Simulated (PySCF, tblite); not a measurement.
Isomers of C6H14OSi2, one GFN2-xTB conformer each. Single-point energies are computed at PBE0/pcSseg-1 (PySCF, gas phase, no added dispersion term), electronic only.

| SMILES | GFN2-xTB relative energy (kJ/mol) |
| --- | --- |
| C=CC(C=O)(C[SiH3])C[SiH3] | 61.4 |
| C=C[SiH2][SiH2]C(C)(C)C=O | 99.1 |
| C=C1CO[C@H](C[SiH3])C[SiH2]1 | 0.0 |

Conformers: `[CH2:1]=[CH:2][C:3]([CH:4]=[O:5])([CH2:6][SiH3:7])[CH2:8][SiH3:9]` with C1–C2–C3–C4 105°, C2–C3–C4–O5 96°, C2–C3–C6–Si7 63°, C2–C3–C8–Si9 179°; `[CH2:1]=[CH:2][SiH2:3][SiH2:4][C:5]([CH3:6])([CH3:7])[CH:8]=[O:9]` with C1–C2–Si3–Si4 7°, C2–Si3–Si4–C5 162°, Si3–Si4–C5–C6 -67°, Si4–C5–C8–O9 -61°; `[CH2:1]=[C:2]1[CH2:3][O:4][C@H:5]([CH2:6][SiH3:7])[CH2:8][SiH2:9]1` with O4–C5–C6–Si7 32°, C1–C2–C3–O4 -131°, C2–C3–O4–C5 -70°, C3–O4–C5–C6 -160°, O4–C5–C8–Si9 -56°.

What does PBE0/pcSseg-1 give for the same structures?

```tsv
SMILES	PBE0/pcSseg-1 E (Eh)	PBE0/pcSseg-1 (kJ/mol)	GFN2-xTB (kJ/mol)	point group
C=C1CO[C@H](C[SiH3])C[SiH2]1	-890.56600	0.0	0.0	C1
C=C[SiH2][SiH2]C(C)(C)C=O	-890.56090	13.4	99.1	C1
C=CC(C=O)(C[SiH3])C[SiH3]	-890.54693	50.1	61.4	C1
```

Both levels put the same isomer lowest; measured from each level's own lowest isomer, the values differ by up to 85.7 kJ/mol (C=C[SiH2][SiH2]C(C)(C)C=O: 99.1 against 13.4). As drawn, the highest has a C=O bond and a quaternary carbon, which the lowest lacks.

Which frontier levels, dipoles and rotational constants go with these structures?

```json
{"SMILES": "C=C1CO[C@H](C[SiH3])C[SiH2]1", "HOMO (eV, PBE0/pcSseg-1)": "-7.61", "LUMO (eV)": "-0.39", "dipole (D)": "1.71", "A, B, C (MHz)": "2259, 708.5, 565.3"}
{"SMILES": "C=C[SiH2][SiH2]C(C)(C)C=O", "HOMO (eV, PBE0/pcSseg-1)": "-7.39", "LUMO (eV)": "-1.19", "dipole (D)": "2.43", "A, B, C (MHz)": "2052, 686.0, 594.9"}
{"SMILES": "C=CC(C=O)(C[SiH3])C[SiH3]", "HOMO (eV, PBE0/pcSseg-1)": "-7.32", "LUMO (eV)": "-1.14", "dipole (D)": "2.45", "A, B, C (MHz)": "1054, 966.7, 756.6"}
```

What happens when harmonic zero-point energies from GFN2-xTB frequencies are added?

| SMILES | ZPE (kJ/mol) | electronic (kJ/mol) | with ZPE (kJ/mol) |
| --- | --- | --- | --- |
| C=C1CO[C@H](C[SiH3])C[SiH2]1 | 463.8 | 0.0 | 0.0 |
| C=C[SiH2][SiH2]C(C)(C)C=O | 459.4 | 13.4 | 9.0 |
| C=CC(C=O)(C[SiH3])C[SiH3] | 448.0 | 50.1 | 34.3 |

The zero-point energies span 15.8 kJ/mol. The order is unchanged.
